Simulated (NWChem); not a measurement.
System: BeNH3; SMILES [BeH][NH2]

Excerpt of the output:

```
             Northwest Computational Chemistry Package (NWChem) 7.3.0
             --------------------------------------------------------

                             Geometry "geometry" -> ""
                             -------------------------

 Output coordinates in angstroms (scale by  1.889725989 to convert to a.u.)

  No.       Tag          Charge          X              Y              Z
 ---- ---------------- ---------- -------------- -------------- --------------
    1 Be                   4.0000    -0.00098500    -0.94325400     0.00000000
    2 H                    1.0000    -0.00374600    -2.27894700     0.00000000
    3 N                    7.0000    -0.00019900     0.56066100     0.00000000
    4 H                    1.0000    -0.00023800     1.15281100    -0.82456800
    5 H                    1.0000    -0.00023800     1.15281100     0.82456800

 Effective nuclear repulsion energy (a.u.)      22.5395473387

                              NWChem Property Module
                              ----------------------

  itol2e modified to match energy
  convergence criterion.

                                 NWChem DFT Module
                                 -----------------

 Summary of "ao basis" -> "ao basis" (spherical)
 ------------------------------------------------------------------------------
       Tag                 Description            Shells   Functions and Types
 ---------------- ------------------------------  ------  ---------------------
 Be                          6-31g*                  6       14   3s2p1d
 H                           6-31g*                  2        2   2s
 N                           6-31g*                  6       14   3s2p1d

  itol2e modified to match energy
  convergence criterion.

            General Information
            -------------------
          SCF calculation type: DFT
          Wavefunction type:  closed shell.
          No. of atoms     :     5
          No. of electrons :    14
           Alpha electrons :     7
            Beta electrons :     7
          Charge           :     0
          Spin multiplicity:     1
          Use of symmetry is: off; symmetry adaption is: off
          Maximum number of iterations: 150
          AO basis - number of functions:    34
                     number of shells:    18
          Convergence on energy requested:  1.00D-07
          Convergence on density requested:  1.00D-05
          Convergence on gradient requested:  5.00D-04

[...]

          -----------------------
          Electric field gradient
          -----------------------

 1 a.u. = 0.324123 10**(16) esu/cm**3  ( or statvolts/cm**2 ) = 0.97174 10**(22) v/m**2

 ------------------------------------------------------------
   Atom      X         Y         Z
 ------------------------------------------------------------
    1 Be  -0.00186  -1.78249   0.00000
 ------------------------------------------------------------

 Electric field gradient in molecular frame (a.u.)
         XX             YY             ZZ             XY             XZ             YZ
 ------------------------------------------------------------------------------------------
       -0.072488       0.226986      -0.154497       0.000355       0.000000      -0.000000

 Principal components (a.u.) and orientation
 of principal axis w.r.t. absolute frame                      Asymmetry parameter eta
 --------------------------------------------------------------------------------------
        0.226986      -0.154497      -0.072489                       0.361294

        0.001184      -0.000000       0.999999
        0.999999       0.000000      -0.001184
       -0.000000       1.000000       0.000000

 ------------------------------------------------------------
   Atom      X         Y         Z
 ------------------------------------------------------------
    2 H   -0.00708  -4.30659   0.00000
 ------------------------------------------------------------

 Electric field gradient in molecular frame (a.u.)
         XX             YY             ZZ             XY             XZ             YZ
 ------------------------------------------------------------------------------------------
        0.069706      -0.134776       0.065070      -0.000407       0.000000       0.000000

 Principal components (a.u.) and orientation
 of principal axis w.r.t. absolute frame                      Asymmetry parameter eta
 --------------------------------------------------------------------------------------
       -0.134777       0.069707       0.065070                       0.034403

        0.001990       0.999998      -0.000000
        0.999998      -0.001990       0.000000
       -0.000000       0.000000       1.000000

 ------------------------------------------------------------
   Atom      X         Y         Z
 ------------------------------------------------------------
    3 N   -0.00038   1.05950   0.00000
 ------------------------------------------------------------

 Electric field gradient in molecular frame (a.u.)
         XX             YY             ZZ             XY             XZ             YZ
 ------------------------------------------------------------------------------------------
        0.704379      -0.081659      -0.622720       0.000264       0.000000      -0.000000

 Principal components (a.u.) and orientation
 of principal axis w.r.t. absolute frame                      Asymmetry parameter eta
 --------------------------------------------------------------------------------------
        0.704379      -0.622720      -0.081659                       0.768138

        1.000000      -0.000000      -0.000335
        0.000335       0.000000       1.000000
        0.000000       1.000000      -0.000000

 ------------------------------------------------------------
   Atom      X         Y         Z
 ------------------------------------------------------------
    4 H   -0.00045   2.17850  -1.55821
 ------------------------------------------------------------

[...]
```

Level: PBE0/6-31G* (spherical d). Geometry: optimised at PBE0/def2-SVP. NWChem prints the field gradient with the sign opposite to the second derivative of the potential.

Question: Write an input that gives this output.

Answer: This is not unique; one that fits is the input that was run:
```
start job
memory heap 200 mb stack 900 mb global 1100 mb
geometry units angstroms noautosym nocenter noautoz
  Be    -0.000985    -0.943254     0.000000
  H     -0.003746    -2.278947     0.000000
  N     -0.000199     0.560661     0.000000
  H     -0.000238     1.152811    -0.824568
  H     -0.000238     1.152811     0.824568
end
basis spherical
  * library 6-31g*
end
dft
  xc pbe0
  iterations 150
end
property
  efieldgrad
end
task dft property
```
